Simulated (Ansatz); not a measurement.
Reaction (formal exchange of groups at a Ge–F bond): `[F][Ge]([F])([F])[Br]` + CH₄ → `[CH3][Ge]([F])([F])[Br]` + H–F

Isolated molecules relaxed with PBE0-D4/def2-TZVP in Ansatz; ΔE leaves out vibrations. CBS: MP2 limit from def2 TZ/QZ plus the TZ coupled-cluster correction, frozen cores. This one scheme is used for every species. Functionals use def2-TZVPP. HSE06 is defined as in plane-wave codes. For Br, Ge outer-core shells are correlated without core-valence functions, which leaves a few kJ/mol of doubt a bond. Scalar relativity is left out up to krypton.

`[F][Ge]([F])([F])[Br]`:

```xyz
5

F    -1.640    0.158   -0.522
Ge   -0.048   -0.020    0.049
F     0.083    0.904    1.470
F     0.150   -1.651    0.489
Br    1.455    0.609   -1.485
```

CH₄:

Z-matrix (Å, degrees):
```
C
H 1 1.090
H 1 1.090 2 109.5
H 1 1.090 2 109.5 3 -120.0
H 1 1.090 2 109.5 3 120.0
```

`[CH3][Ge]([F])([F])[Br]`:

```xyz
8

C    -0.744   -0.740   -0.339
Ge    0.599    0.496    0.252
F     1.290   -0.013    1.744
F     1.929    0.529   -0.839
Br   -0.096    2.642    0.531
H    -1.138   -0.412   -1.301
H    -1.549   -0.776    0.394
H    -0.290   -1.726   -0.441
```

H–F:

```xyz
2

F    -0.295    0.353    0.006
H     0.295   -0.353   -0.006
```

```tsv
level	ΔE (kcal/mol)
LDA (SPW92)	9.0
r2SCANh-D4	12.4
CAM-B3LYP-D4	12.5
ωB97M-V	11.5
PBE	11.1
HSE06	10.6
CCSD(T)/def2-SVP	15.4
HF/def2-QZVPP	16.4
```

**Question.** What does CCSD(T)/CBS give? (An estimate is asked.)

**Answer.** Ansatz gave: +9.1 kcal/mol. The listed levels differ from it by -0.1, 3.3, 3.4, 2.4, 2.0, 1.5, 6.3, 7.3 kcal/mol.

**Question.** What do rigid-rotor, harmonic-oscillator terms from PBE0-D4/def2-TZVP frequencies (298.15 K, 1 bar) make of the CCSD(T)/CBS value? (Estimate.)

**Answer.** The calculation gave: ΔZPE = -0.7 kcal/mol, ΔH = +8.9 kcal/mol, ΔS = 18 J/(mol·K), ΔG = +7.6 kcal/mol.

Largest T1 diagnostic among the species: 0.011.

In def2-TZVPP, CCSD(T) changes the Hartree–Fock value by −4.6 kcal/mol (the triples alone add −0.3 kcal/mol) and MP2 by −5.2 kcal/mol. At CCSD(T), def2-SVP lies +6.2 kcal/mol from the extrapolated value and def2-TZVPP +2.0 kcal/mol.
